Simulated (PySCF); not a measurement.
# Two probes of the same atoms: core binding energy and nuclear shielding

Species: C4H8F2O2.
Z-matrix (Å and degrees, PBE0-D3(BJ)/def2-SVP geometry), rows numbered from 1:
```
C 
C   1  1.5071
O   2  1.4152  1  108.71
C   3  1.3746  2  114.55  1  -179.76
O   4  1.4120  3  112.68  2   -68.88
C   5  1.3577  4  114.54  3   -71.47
F   6  1.3319  5  107.51  4   164.39
F   6  1.3515  5  110.36  4   -78.16
H   1  1.1001  2  110.63  3   -60.90
H   1  1.0998  2  110.73  3    58.96
H   1  1.0997  2  110.42  3   179.21
H   2  1.1046  1  110.95  3   121.03
H   2  1.1081  1  110.92  3  -120.18
H   4  1.1038  3  112.36  2    48.97
H   4  1.1015  3  107.01  2   169.70
H   6  1.1048  5  112.89  4    42.87
```

Binding energies: PySCF, delta-SCF UKS SCAN, pcX-2 on the ionised atom, pcseg-1 elsewhere, spin-free X2C. Shieldings: GIAO B97-2/pcSseg-1, non-relativistic, same geometry.

| atom | isotropic shielding (ppm) |
| --- | --- |
| C1 | 166.7 |
| C2 | 118.9 |
| C4 | 93.2 |
| C6 | 65.9 |

**Question.** What are the C 1s binding energies of these atoms?

**Answer.** 
```tsv
atom	environment	C 1s (eV)	isotropic shielding (ppm)
C1	methyl carbon	291.06	166.7
C2	sp3 carbon bound to oxygen	292.48	118.9
C4	sp3 carbon bearing two oxygens	294.20	93.2
C6	CHF2 carbon	297.19	65.9
```

**Question.** Among the listed atoms, is the one with the highest binding energy also the least shielded?

**Answer.** Yes: C6 has both (297.19 eV, 65.9 ppm).

By binding energy: C1 < C2 < C4 < C6. By shielding: C6 < C4 < C2 < C1.

Geometry: PBE0-D3(BJ)/def2-SVP, one conformer, isolated molecule.
